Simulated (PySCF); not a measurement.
# Ionisation energy of F⁺ by level of theory

F⁺ [He] 2s2 2p4 (3P) → F²⁺ [He] 2s2 2p3 (4S), as a difference of total energies. Computed with PySCF 2.14 in aug-cc-pVTZ (5s4p3d2f, 46 functions), with no relativity, point nucleus. Correlated levels: valence: 1s2 frozen. The calculations carry no spin-orbit coupling.

Question: Order these methods by the ionisation energy they give, lowest first.
A. UHF
B. CCSD(T) (valence)
C. SCS-MP2 (valence)
D. MP2 (valence)

Answer: A (33.391 eV), D (34.620 eV), B (34.684 eV), C (34.723 eV).

A first-order spin-orbit estimate (lowest level to lowest level, LS coupling) adds 0.020 eV.

Errors of the correlated levels include the incompleteness of this basis and the frozen core.

For comparison: 34.971 eV (measured; NIST Atomic Spectra Database, ionization energies).
